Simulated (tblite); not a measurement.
Species: C4H11FO2Si2.
Atom-mapped SMILES: `[CH3:1][O:2][Si@@H:3]([CH3:4])[SiH2:5][C@@H:6]([F:7])[CH:8]=[O:9]` (hydrogens: H10, H11, H12 on C1; H13 on Si3; H14, H15, H16 on C4; H17, H18 on Si5; H19 on C6; H20 on C8)

Geometry (GFN2-xTB, Å), atoms numbered from 1 in this order:
```
atom  x, y, z in Å
C1    -3.2321    0.3013   -1.4952
O2    -1.8425    0.1933   -1.4009
Si3   -0.8869    0.3838   -0.0964
C4    -1.3325   -0.8008    1.3330
Si5    1.1204   -0.0948   -1.1288
C6     2.4693    0.4380    0.1807
F7     2.1525   -0.1714    1.3852
C8     3.7725   -0.0113   -0.3193
O9     4.3865    0.5206   -1.2090
H10   -3.5590    1.3070   -1.2236
H11   -3.5179    0.0970   -2.5272
H12   -3.7227   -0.4160   -0.8341
H13   -1.0412    1.7547    0.4406
H14   -2.2441   -0.5041    1.8482
H15   -0.5383   -0.8336    2.0724
H16   -1.4786   -1.8156    0.9681
H17    1.5266    0.6149   -2.3456
H18    1.4009   -1.5198   -1.3777
H19    2.4358    1.5159    0.3455
H20    4.1259   -0.9483    0.1520
```

Computed values, GFN2-xTB/tblite, gas phase, harmonic and unscaled. The method is semi-empirical: single wavenumbers can be off by several per cent or more. Modes of hydrogen on silicon can be 10 to 20 % off. One conformer, not necessarily the lowest.

Harmonic wavenumbers (cm⁻¹): 27.1, 37.9, 61.2, 92.6, 96.4, 109.7, 125.8, 129.9, 133.8, 191.0, 221.7, 258.3, 272.9, 337.1, 390.7, 464.1, 539.0, 568.0, 623.6, 642.1, 665.7, 696.8, 701.7, 773.0, 785.8, 826.0, 832.7, 884.1, 1018.7, 1053.2, 1111.7, 1125.5, 1130.5, 1147.6, 1245.9, 1366.4, 1373.2, 1414.1, 1476.9, 1480.7, 1483.7, 1488.5, 1750.8, 2086.2, 2179.1, 2245.3, 2775.3, 2958.1, 2958.2, 2969.5, 2995.7, 3015.0, 3018.3, 3054.6.

A = 2351, B = 536.9, C = 458.6 MHz; mass 166.028 u (most abundant isotopes); point group C1, symmetry number 1.

Q: Zero-point energy?

A: ½Σν̃ = 30706 cm⁻¹ = 367.32 kJ/mol.

Q: Give the ideal-gas entropy at 500 K and 1 bar in the rigid-rotor, harmonic-oscillator model (classical rotation).

A: Translation 183.36, rotation 134.88, vibration 316.51: S = 634.8 J/(mol K).

Q: And Cp and H(500 K) − H(0)?

A: Cp = 279.86 J/(mol K), of which vibrations give 246.61 (their classical limit is 54 R = 449.0); H(500 K) − H(0) = 89.36 kJ/mol without the zero-point energy, 72.74 from vibrations.

Q: Blend soft modes into free rotors: weight 1/[1 + (100 cm⁻¹/ν̃)⁴] for the oscillator and the rest for a rotor with moment μB/(μ + B), μ = h/(8π²ν), B = 10⁻⁴⁴ kg m². What vibrational entropy results?

A: 282.20 J/(mol K) in place of 316.51, which changes −T·S at 500 K by +17.16 kJ/mol.

Q: Which modes carry the vibrational entropy at 500 K?

A: 27.1 cm⁻¹: 29.53; 37.9 cm⁻¹: 26.74; 61.2 cm⁻¹: 22.76; 92.6 cm⁻¹: 19.34; 96.4 cm⁻¹: 19.00; 109.7 cm⁻¹: 17.94 J/(mol K); the other 48 give 181.20 together.

Q: How do the functions run with temperature in this model?

A: 
```tsv
T (K)	S (J/(mol K))	Cp (J/(mol K))	H − H(0) (kJ/mol)	G − H(0) (kJ/mol)	ln q(vib)
50	274.0	79.2	2.67	-11.03	1.47
100	340.9	114.9	7.60	-26.49	4.03
298.15	509.4	207.1	39.78	-112.09	13.01
373.15	559.2	237.2	56.46	-152.19	15.95
750	760.4	339.7	167.36	-402.97	28.72
1000	863.9	379.0	257.52	-606.39	35.88
```

q(vib) and H(0) count from the zero-point level.

Q: What must be added to the electronic energy to get the Gibbs energy at 500 K and 1 bar?

A: ZPE + [H(500 K) − H(0)] − T·S = 367.32 + 89.36 − 317.38 = 139.30 kJ/mol.

Hindered rotation and anharmonicity are outside this model. Other conformers, if any are populated, would add a mixing term that is left out. The structure is chiral; the term R ln 2 for an equal mix with its mirror image is left out.
